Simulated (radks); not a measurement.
The mean radii <r> (bohr) of the occupied orbitals of an atom or ion are listed with their occupations. All-electron calculation, scalar-relativistic Kohn-Sham, PBE, spin-polarised, spherical densities, finite nucleus; Fermi nuclear charge, rms radius of each element as measured or else 0.836 A^(1/3) + 0.57 fm. Program: a radial shooting solver on a logarithmic mesh with Libxc functionals.

orbital  occ.      <r>
1s up       1  0.05032
1s down     1  0.05031
2s up       1   0.2247
2s down     1   0.2246
2p up       3   0.1968
2p down     3   0.1967
3s up       1   0.5905
3s down     1   0.5921
3p up       3   0.5853
3p down     1   0.5872

Name the element and its charge. Open shells, if any, are filled with parallel spins first.

Answer. Z = 30, zinc, charge +14: Zn14+ in [Ne] 3s2 3p4. The 1s radius gives Z: for a bare nucleus <r> = (2 gamma + 1)/(2Z) with gamma = sqrt(1 - (Z/c)^2), 0.04919 bohr for Z = 30, and screening makes it slightly larger (0.05032 here). The occupations add up to 16, and the charge is Z minus that.
